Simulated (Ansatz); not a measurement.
Consider the ligand exchange at the Al–C bond: `C#[C][AlH][F]` + `C=C(O)[SiH3]` → `C=C([SiH3])[O][AlH][F]` + `C#C`.

Computed with Ansatz on PBE0-D4/def2-TZVP structures; ΔE is electronic, products minus reactants. CBS: MP2 limit from def2 TZ/QZ plus the TZ coupled-cluster correction, frozen cores. This one scheme is used for every species. Functionals use def2-TZVPP. B3LYP here is the variant with VWN-RPA as its local correlation; programs differ in this. One conformer a species, not always the lowest.

`C#[C][AlH][F]`:

```xyz
6

C     1.442   -1.155   -0.082
C     0.494   -0.405   -0.029
Al   -0.951    0.815    0.058
F    -2.475    0.198   -0.004
H     2.275   -1.820   -0.130
H    -0.785    2.368    0.186
```

`C=C(O)[SiH3]`:

Z-matrix (Å, degrees):
```
Si
C 1 1.875
H 1 1.489 2 109.7
H 1 1.489 2 109.7 3 -117.4
H 1 1.482 2 109.4 3 121.3
O 2 1.368 1 119.8 3 58.7
C 2 1.332 1 121.2 3 -121.3
H 6 0.960 2 110.6 1 -0.0
H 7 1.085 2 121.4 1 180.0
H 7 1.081 2 120.3 1 -0.0
```

`C=C([SiH3])[O][AlH][F]`:

```xyz
12

C     1.585    1.272   -0.079
C     0.549    0.436   -0.025
Si   -1.220    1.036   -0.217
O     0.749   -0.890    0.175
Al   -0.011   -2.381    0.327
F     0.971   -3.668    0.592
H     2.604    0.916    0.034
H     1.424    2.330   -0.238
H    -2.003    0.674    0.996
H    -1.856    0.353   -1.378
H    -1.234    2.505   -0.417
H    -1.558   -2.582    0.229
```

`C#C`:

```xyz
4

C     0.553   -0.229    0.007
C    -0.553    0.229   -0.007
H     1.537   -0.636    0.021
H    -1.537    0.636   -0.021
```

```tsv
level	ΔE (kJ/mol)	difference from CCSD(T)/CBS
PBE-D4	-66.5	7.4
r2SCAN-D4	-71.6	2.3
B3LYP-D4	-78.2	-4.3
ωB97X-V	-73.7	0.2
ωB97M-V	-73.8	0.1
B2PLYP	-74.4	-0.5
r2SCAN	-70.4	3.5
PBE0	-65.8	8.1
HF/def2-TZVPP	-76.8	-2.9
MP2/def2-TZVPP	-75.0	-1.1
SCS-MP2/def2-TZVPP	-75.0	-1.1
CCSD/def2-TZVPP	-75.0	-1.1
HF/def2-QZVPP	-77.9	-4.0
MP2/def2-QZVPP	-75.7	-1.8
HF/CBS(def2)	-78.1	-4.2
MP2/CBS(def2)	-75.5	-1.6
CCSD(T)/CBS	-73.9	0
```

Largest T1 diagnostic among the species: 0.013.

The D4 term adds −5.6 kJ/mol with B3LYP and −3.3 kJ/mol with PBE0; it sums over pairs of atoms, weighted by their polarisabilities, and B3LYP, whose exchange is more repulsive, gets the larger term.
